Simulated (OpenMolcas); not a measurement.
What dynamic correlation does to the levels of F5+

```json
{
  "Program": "OpenMolcas",
  "Basis": "ANO-RCC-VTZP [4s3p2d1f]",
  "Scalar Hamiltonian": "DKH2, point nucleus",
  "Active space": "2 electrons in 9 orbitals (RAS2 2s 2p; RAS3 3d, at most 2 electrons)",
  "State averaging": "2S+1 = 3 even, 3 roots; 2S+1 = 1 even, 7 roots (6 in the spin-orbit step); 2S+1 = 3 odd, 3 roots; 2S+1 = 1 odd, 3 roots",
  "Spin-orbit coupling": "RASSI with atomic mean-field integrals over the reference wave functions, term energies averaged over their components"
}
```

Methods on the same reference wave functions:
A. RASSCF
B. SS-RASPT2, IPEA 0.25 Eh, imaginary shift 0.1 Eh (closed shells correlated: 1s)
C. XMS-RASPT2, IPEA 0.25 Eh, imaginary shift 0.1 Eh (closed shells correlated: 1s)

Energies in cm⁻¹ above 2s² ¹S₀, the measured ground level; measured values from Moore, Atomic Energy Levels, vol. I, NSRDS-NBS 35 (1971 reprint of NBS Circular 467, 1949).

| Level | A | B | C | Measured |
| --- | --- | --- | --- | --- |
| 2s² ¹S₀ | 0.0 | 0.0 | 0.0 | 0.0 |
| 2s 2p ³P°₀ | 96557 | 96637 | 96705 |  |
| 2s 2p ³P°₁ | 96833 | 96913 | 96981 | 96861 |
| 2s 2p ³P°₂ | 97390 | 97470 | 97538 | 97437 |
| 2s 2p ¹P°₁ | 190201 | 188955 | 188983 |  |
| 2p² ³P₀ | 252653 | 252126 | 252185 |  |
| 2p² ³P₁ | 252927 | 252400 | 252459 | 251635 |
| 2p² ³P₂ | 253470 | 252943 | 253002 | 252145 |
| 2p² ¹D₂ | 277638 | 276311 | 276313 | 274597 |

Deviations, from unrounded energies. A percentage is the sum of absolute deviations over the sum of measured energies, with the sign that they share, or ± where signs differ.

```tsv
Against measurement	Levels	A	B	C
mean absolute deviation (cm-1)	5	1100	670	720
other configurations (%)	5	±0.6	+0.3	+0.4
```

B lies closest to measurement on these levels and A furthest from it. The largest miss of B in the table is 2p² ¹D₂, by +1700 cm-1. The ranking rests on the paired levels alone, and a cruder setting can come out closer through cancelling errors.

Between B and C the level of the table that moves most is 2s 2p ³P°₀, by 68 cm-1 (lowest in B, highest in C).

The lowest spin-free term lies below A's lowest term by 0.005 hartree in B, 0.006 hartree in C.

Active for correlation alone: 3d; no level in the range computed is led by a configuration that fills it, so any true level of that kind is missing. Measured partners are found by configuration, term and J. A level has none where our copy of the source lacks it or the pairing is in doubt (some pairs that miss far off the trend of their configuration count as doubtful), and it then counts in no deviation. Levels of configurations outside the active space are missing.

° marks odd parity.
